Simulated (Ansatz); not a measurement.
Stepwise reaction of `[CH3][W]([CH3])(=[O])=[O]` with ammonia, as a gas-phase model of exchange steps in deposition or etching. ΔE in kJ/mol; ΔG adds harmonic PBE0-D4 terms to CCSD(T)/CBS, at 1 bar.

Computed with Ansatz on PBE0-D4/def2-TZVP structures; ΔE is electronic, products minus reactants. CCSD(T)/CBS adds triple-zeta CCSD(T) − MP2 to the extrapolated MP2 energy (def2 sets, frozen cores). This one scheme is used for every species. Functionals use def2-TZVPP. B3LYP here is the variant with VWN-RPA as its local correlation; programs differ in this. def2 core potentials past Kr. For W outer-core shells are correlated without core-valence functions, which leaves a few kJ/mol of doubt a bond. Each species was taken in one conformer, which may not be the lowest.

```csv
step,reaction,PBE-D4,B3LYP-D4,ωB97M-V,CCSD(T)/CBS,ΔG(400 K)
1,`[CH3][W]([CH3])(=[O])=[O]` + NH₃ → `[CH3][W]([NH2])(=[O])=[O]` + CH₄,-104.0,-109.9,-106.4,-104.6,-95.2
```

Q: Give the row of step 2, `[CH3][W]([NH2])(=[O])=[O]` + NH₃ → `[NH2][W]([NH2])(=[O])=[O]` + CH₄. (Best estimate.)

A: Ansatz gave: 
| step | reaction | PBE-D4 | B3LYP-D4 | ωB97M-V | CCSD(T)/CBS | ΔG(400 K) |
| --- | --- | --- | --- | --- | --- | --- |
| 2 | `[CH3][W]([NH2])(=[O])=[O]` + NH₃ → `[NH2][W]([NH2])(=[O])=[O]` + CH₄ | -76.9 | -81.4 | -76.5 | -73.3 | -69.0 |

Q: By hand: ΔE of the 2 steps together at CCSD(T)/CBS.

A: (-104.6) + (-73.3) = -177.9 kJ/mol, or -88.9 kJ/mol a step.

In ΔE each step is higher than the one before. All are downhill at CCSD(T)/CBS. ΔG lies between -95.2 and -69.0 kJ/mol a step. PBE-D4 differs from CCSD(T)/CBS by -3.6 to 0.6 kJ/mol a step. Isolated molecules leave out the surface, adducts and barriers. Largest T1 diagnostic: 0.023.
